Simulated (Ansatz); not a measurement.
Calculated with Ansatz (gas phase, PBE0-D4/def2-TZVP geometries, no zero-point term in ΔE). CCSD(T)/CBS adds triple-zeta CCSD(T) − MP2 to the extrapolated MP2 energy (def2 sets, frozen cores). DFT in def2-TZVPP. B3LYP here is the variant with VWN-RPA as its local correlation; programs differ in this. Elements past krypton have def2 core potentials. For Sn outer-core shells are correlated without core-valence functions, which leaves a few kJ/mol of doubt a bond. Each species was taken in one conformer, which may not be the lowest.

`[OH][SnH2][CH2][SiH3]` + `OC(O)=S` → `OC(=S)OC[SiH3]` + `[OH][SnH3]`  (substitution at a C–Sn bond)

Is it downhill or uphill in electronic energy at CCSD(T)/CBS, and by how much? (Best estimate.)

Computed: Uphill: ΔE = +106.6 kJ/mol.

What do these levels give: PBE-D4, r2SCAN-D4, PBE0-D4, ωB97M-V, PBE0, B3LYP, HF/def2-TZVPP, CCSD/def2-TZVPP, HF/def2-QZVPP, MP2/def2-QZVPP, SCS-MP2/def2-QZVPP, MP2/CBS(def2)? (Best estimate.)

Computed: PBE-D4 95.9, r2SCAN-D4 97.3, PBE0-D4 98.9, ωB97M-V 96.9, PBE0 97.3, B3LYP 87.5, HF/def2-TZVPP 83.9, CCSD/def2-TZVPP 99.6, HF/def2-QZVPP 84.0, MP2/def2-QZVPP 114.4, SCS-MP2/def2-QZVPP 105.5, MP2/CBS(def2) 116.9 kJ/mol.

Largest T1 diagnostic among the species: 0.016.

In def2-TZVPP, CCSD(T) changes the Hartree–Fock value by +16.8 kJ/mol (the triples alone add +1.1 kJ/mol) and MP2 by +27.1 kJ/mol. From PBE to PBE0 (25 % exact exchange), in def2-TZVPP and without D4, ΔE moves by +3.2 kJ/mol.
